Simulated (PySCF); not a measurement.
# Calculated NMR parameters of CCc1nnn(C)c1C

| Quantity | Value |
| --- | --- |
| Formula | C6H11N3 |
| SMILES | CCc1nnn(C)c1C |
| InChI | InChI=1S/C6H11N3/c1-4-6-5(2)9(3)8-7-6/h4H2,1-3H3 |
| Point group of the computed structure | C1 |
| Degrees of unsaturation | 3 |
| Carbon signals | 6 |
| Proton signals | 4 |

Atom-mapped SMILES (the numbers label the heavy atoms): `[CH3:1][CH2:2][c:3]1[n:4][n:5][n:6]([CH3:7])[c:8]1[CH3:9]` (H(Xn): hydrogen on atom n).

A single conformation, non-relativistic Hamiltonian, one averaged value for each set of equivalent atoms, in vacuum. Geometry: GFN2-xTB; GIAO PBE0/pcSseg-1 shieldings; PySCF 2.14.

Chemical shifts δ = σref − σ; 1H, 13C against TMS; 15N vs NH3, all at this level.

| carbon | δC, type | δH (multiplicity) | HMBC from (2–3 bonds) | span of the C tensor (ppm) |
| --- | --- | --- | --- | --- |
| C1 | 19.1, CH3 | 1.18 (t) | H(C2) | 31 |
| C2 | 23.5, CH2 | 2.84 (q) | H(C1) | 20 |
| C3 | 151.5, C | – | H(C2), H(C9), H(C1) | 137 |
| C7 | 34.8, CH3 | 3.99 (s) | – | 51 |
| C8 | 134.2, C | – | H(C7), H(C2), H(C9) | 156 |
| C9 | 10.0, CH3 | 2.37 (s) | – | 20 |

Other nuclei:
```
atoms  nucleus                         environment  δ (ppm)  σ (ppm)
   N5      15N  pyridine-type nitrogen of an azole    398.7   -131.0
   N4      15N  pyridine-type nitrogen of an azole    382.2   -114.5
   N6      15N          pyrrole-type ring nitrogen    259.1      8.6
```

- Carbon types of the structure: 2 × C, 1 × CH2, 3 × CH3, which accounts for all hydrogens.
- δC 151.5, 134.2: substituted aromatic carbon next to a ring nitrogen.
- δC 23.5: sp3 CH2 on an aromatic ring; saturated and bonded to C and H only.
- δC 10.0: methyl carbon on an aromatic ring; a saturated carbon with 1 carbon neighbour and no heteroatom attached.
- δH 2.84: hydrogen on an sp3 CH2 on an aromatic ring; benzylic-type position, deshielded by the ring.
- δH 2.37: hydrogen on a methyl carbon on an aromatic ring; benzylic-type position, deshielded by the ring.

Shifts are as computed. Against solution values, carbons near 30 ppm lie about +3 ppm off and those near 130 ppm about +5 ppm. Of 1211 compounds with measured shifts, 218 miss one by over three times the rms of a fit or turn the order of signals round; such compounds aren't used in these exercises. Experimental scales use liquid or dissolved standards, which lie at an offset from isolated NH3 (liquid NH3: subtract about 20 ppm). Unscaled 15N shifts of sp2 nitrogen come out 20 to 40 ppm too high even then. No couplings were computed; multiplicities are counted from neighbouring protons, with m where these are inequivalent, close in shift, in a saturated or five-membered ring or joined by F or P, and br s for small geminal =CH2 splittings.
